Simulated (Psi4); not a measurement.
HSZn, charge +2, doublet, at a GFN2-xTB geometry of the parent state (such geometries of metal compounds can be far from the true shape) (a state made from the parent by changing its charge; the spin is typed, not shown lowest); HF/aug-cc-pVDZ in Psi4 1.11.

Here is a job for Psi4.
```
memory 2 GB

molecule mol {
2 2
  Zn   -0.361328   -0.651429   -0.264407
  S     0.586257    1.186349    0.418261
  H     1.459715    0.561274    1.240021
}

set basis aug-cc-pvdz
set reference uhf

energy('scf')
print_variables()
```

Q: What does Psi4 print? Leave out banner, timings and long lists.

A: 
```
   => Loading Basis Set <=

    Name: AUG-CC-PVDZ
    Role: ORBITAL
    Keyword: BASIS

         ---------------------------------------------------------
                                   SCF
               by Justin Turney, Rob Parrish, Andy Simmonett
                          and Daniel G. A. Smith
                              UHF Reference
         ---------------------------------------------------------

  ==> Geometry <==

    Molecular point group: cs
    Full point group: Cs

    Geometry (in Angstrom), charge = 2, multiplicity = 2:

       Center              X                  Y                   Z               Mass
    ------------   -----------------  -----------------  -----------------  -----------------
         ZN          -0.408004712714    -0.620127226752     0.000000000000    63.929142010000
         S            0.754259084286     1.221210269177     0.000000000000    31.972071174400
         H            1.952884707345     0.594924594156     0.000000000000     1.007825032230

  Running in cs symmetry.

  Rotational constants: A =      9.53141  B =      0.16283  C =      0.16009 [cm^-1]
  Rotational constants: A = 285744.40718  B =   4881.51734  C =   4799.52461 [MHz]
  Nuclear repulsion =  128.891007403519353

  Charge       = 2
  Multiplicity = 2
  Electrons    = 45
  Nalpha       = 23
  Nbeta        = 22

  ==> Algorithm <==

  SCF Algorithm Type is DF.
  DIIS enabled.
  MOM disabled.
  Fractional occupation disabled.
  Guess Type is SAD.
  Energy threshold   = 1.00e-06
  Density threshold  = 1.00e-06
  Integral threshold = 1.00e-12

  ==> Primary Basis <==

  Basis Set: AUG-CC-PVDZ
    Blend: AUG-CC-PVDZ
    Number of shells: 35
    Number of basis functions: 95
    Number of Cartesian functions: 107
    Spherical Harmonics?: true
    Max angular momentum: 3

   => Loading Basis Set <=

    Name: (AUG-CC-PVDZ AUX)
    Role: JKFIT
    Keyword: DF_BASIS_SCF

  ==> Integral Setup <==

  SCF_SUBTYPE=INCORE selected. In-core MEM_DF algorithm will be used.
  Using in-core AOs.

  ==> MemDFJK: Density-Fitted J/K Matrices <==

    J tasked:                   Yes
    K tasked:                   Yes
    wK tasked:                   No
    Algorithm:                 Core
    Schwarz Cutoff:           1E-12
    Mask sparsity (%):       0.0000
    Fitting Condition:        1E-10

   => Auxiliary Basis Set <=

  Basis Set: (AUG-CC-PVDZ AUX)
    Blend: AUG-CC-PVDZ-JKFIT + DEF2-UNIVERSAL-JKFIT
    Number of shells: 110
    Number of basis functions: 424
    Number of Cartesian functions: 562
    Spherical Harmonics?: true
    Max angular momentum: 6

  Minimum eigenvalue in the overlap matrix is 8.5043466761E-04.
  Reciprocal condition number of the overlap matrix is 1.3974890635E-04.
    Using symmetric orthogonalization.

  ==> Pre-Iterations <==

  SCF Guess: Superposition of Atomic Densities via on-the-fly atomic UHF (no occupation information).

   -------------------------
    Irrep   Nso     Nmo
   -------------------------
     A'        65      65
     A"        30      30
   -------------------------
    Total      95      95
   -------------------------

  ==> Iterations <==

                           Total Energy        Delta E     RMS |[F,P]|

   @DF-UHF iter SAD: -2171.85644398886461   -2.17186e+03   0.00000e+00
    Occupation by irrep:
             Ap   App
    DOCC [    17,    5 ]
    SOCC [     1,    0 ]
    NA   [    18,    5 ]
    NB   [    17,    5 ]

   @DF-UHF iter   1: -2173.11228630828236   -1.25584e+00   4.73832e-02 ADIIS/DIIS
    Occupation by irrep:
             Ap   App
    DOCC [    17,    5 ]
    SOCC [     0,    1 ]
    NA   [    17,    6 ]
    NB   [    17,    5 ]

   @DF-UHF iter   2: -2147.85786901029178    2.52544e+01   1.36077e-01 ADIIS
   @DF-UHF iter   3: -2174.39634064508027   -2.65385e+01   3.30018e-02 ADIIS/DIIS
   @DF-UHF iter   4: -2175.16694149139585   -7.70601e-01   3.73558e-03 ADIIS/DIIS
   @DF-UHF iter   5: -2175.18177748712878   -1.48360e-02   4.42810e-04 ADIIS/DIIS
   @DF-UHF iter   6: -2175.18281848802962   -1.04100e-03   1.52865e-04 ADIIS/DIIS
   @DF-UHF iter   7: -2175.18300936056858   -1.90873e-04   4.87202e-05 DIIS
   @DF-UHF iter   8: -2175.18303075748099   -2.13969e-05   1.89946e-05 DIIS
   @DF-UHF iter   9: -2175.18303501610490   -4.25862e-06   1.00825e-05 DIIS
   @DF-UHF iter  10: -2175.18303682531814   -1.80921e-06   5.11949e-06 DIIS
   @DF-UHF iter  11: -2175.18303746310312   -6.37785e-07   1.84703e-06 DIIS
   @DF-UHF iter  12: -2175.18303753401233   -7.09092e-08   6.87074e-07 DIIS
  Energy and wave function converged.

  ==> Post-Iterations <==

   @Spin Contamination Metric:   1.287230311E-02
   @S^2 Expected:                7.500000000E-01
   @S^2 Observed:                7.628723031E-01
   @S   Expected:                5.000000000E-01
   @S   Observed:                5.000000000E-01

    Orbital Energies [Eh]
    ---------------------

    Alpha Occupied:

[...]
    Alpha Virtual:

[...]
    Beta Occupied:

[...]
      17Ap    -0.914166

    Beta Virtual:

[...]
      65Ap     6.773423

    Final Occupation by Irrep:
             Ap   App
    DOCC [    17,    5 ]
    SOCC [     0,    1 ]
    NA   [    17,    6 ]
    NB   [    17,    5 ]

  @DF-UHF Final Energy: -2175.18303753401233

   => Energetics <=

    Nuclear Repulsion Energy =            128.8910074035193531
    One-Electron Energy =               -3265.4373474249287028
    Two-Electron Energy =                 961.3633024873968225
    Total Energy =                      -2175.1830375340123283

  UHF NO Occupations:
  HONO-2 :   16 Ap 1.9987723
  HONO-1 :   17 Ap 1.9951837
  HONO-0 :    6App 1.0000000
  LUNO+0 :   18 Ap 0.0048163
  LUNO+1 :   19 Ap 0.0012277
  LUNO+2 :   20 Ap 0.0003890
  LUNO+3 :    7App 0.0000113

Computation Completed

Properties will be evaluated at   0.000000,   0.000000,   0.000000 [a0]

Properties computed using the SCF density matrix

 Multipole Moments:

 ------------------------------------------------------------------------------------
     Multipole            Electronic (a.u.)      Nuclear  (a.u.)        Total (a.u.)
 ------------------------------------------------------------------------------------

 L = 1.  Multiply by 2.5417464519 to convert [e a0] to [Debye]
 Dipole X            :         -3.2422475            3.3653919            0.1231444
 Dipole Y            :         -3.6141122            2.8921731           -0.7219391
 Dipole Z            :          0.0000000            0.0000000            0.0000000
 Magnitude           :                                                    0.7323664

 ------------------------------------------------------------------------------------

  Variable Map:
  ----------------------------------------------------------------------------
[...]
  Array Variable Map:
  ----------------------------------------------------------------------------
[...]
[...]
```
